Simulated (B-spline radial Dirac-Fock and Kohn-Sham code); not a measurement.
Dipole and non-dipole photoemission parameters of Dy²⁺ 4s

System: Dy²⁺ in the configuration [Xe] 4f10; threshold 418.9 eV (orbital energy of the model). Calculated with a radial B-spline solver, using Dirac-Hartree-Slater photoionisation with a Latter tail; cross sections with all multipoles, angular parameters from the dipole term and its interference with E2.

The run's input, task.json:

```json
{"items": [{
  "Z": 66,
  "q": 2,
  "cfg": [[1, 0, 2], [2, 0, 2], [2, 1, 6], [3, 0, 2], [3, 1, 6], [3, 2, 10], [4, 0, 2], [4, 1, 6], [4, 2, 10], [4, 3, 10], [5, 0, 2], [5, 1, 6]],
  "A": 164,
  "rrms": 5.2218,
  "do": "xps",
  "hv": [60, 62.6, 97.0, 97.9, 124.0, 148.0, 150, 158.0, 196.0, 200, 247.0, 300, 320.0, 344.0, 872.0, 1010.0, 1020.0, 1380.0, 1486.9, 2000.0, 3510.0, 3810.0, 4490.0, 5230.0, 5300.0, 5414.7, 6000, 8890.0, 15000]
}]}
```

Command: `python xray2_run.py task.json out`

For linearly polarised light dσ/dΩ = σ/(4π) [1 + β P₂(cos θ) + (δ + γ cos²θ) sin θ cos φ], with θ from the polarisation vector and φ the angle between the beam and the projection of the electron momentum on the plane normal to the polarisation.

| hν (eV) | σ (kb) | β | γ |
| --- | --- | --- | --- |
| 872 | 45.5 | 1.934 | 0.510 |
| 1010 | 37.5 | 1.941 | 0.478 |
| 1020 | ? | ? | ? |
| 1380 | 24.1 | 1.952 | 0.384 |
| 1486.9 | 21.5 | 1.954 | 0.356 |
| 2000 | 13.4 | 1.960 | 0.230 |
| 3510 | 5.10 | 1.968 | -0.017 |
| 3810 | 4.40 | 1.968 | -0.047 |
| 4490 | 3.25 | 1.970 | -0.096 |
| 5230 | 2.45 | 1.971 | -0.128 |
| 5300 | 2.39 | 1.971 | -0.130 |
| 5414.7 | 2.30 | 1.971 | -0.132 |
| 6000 | 1.89 | 1.972 | -0.140 |
| 8890 | 0.877 | 1.973 | -0.064 |
| 15000 | 0.300 | 1.974 | 0.345 |

Q: Give the values at 1020 eV.

A: σ = 37.0 kb, β = 1.941, γ = 0.476. For an s subshell δ is negligible.
